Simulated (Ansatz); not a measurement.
`O[SiH](Cl)[O][GeH3]` + `CB(C)Cl` → `C[B](Cl)[GeH3]` + `CO[SiH](O)Cl`  (redistribution)

Computed with Ansatz on PBE0-D4/def2-TZVP structures; ΔE is electronic, products minus reactants. CCSD(T)/CBS adds triple-zeta CCSD(T) − MP2 to the extrapolated MP2 energy (def2 sets, frozen cores). DFT in def2-TZVPP. For Ge outer-core shells are correlated without core-valence functions, which leaves a few kJ/mol of doubt a bond. Scalar relativity is left out up to krypton. One conformer a species, not always the lowest.

```
         level  ΔE (kcal/mol)
        r2SCAN           36.9
 HF/def2-TZVPP           40.7
MP2/def2-QZVPP           39.4
  HF/CBS(def2)           41.2
```

Problem. What does CCSD(T)/CBS give? (Best estimate.)

Solution. Ansatz gave: +37.0 kcal/mol. The listed levels differ from it by -0.1, 3.7, 2.4, 4.2 kcal/mol.

Largest T1 diagnostic among the species: 0.012.

From PBE to PBE0 (25 % exact exchange), in def2-TZVPP and without D4, ΔE moves by +1.8 kcal/mol. In def2-TZVPP, CCSD(T) changes the Hartree–Fock value by −3.4 kcal/mol (the triples alone add −0.4 kcal/mol) and MP2 by −1.3 kcal/mol.
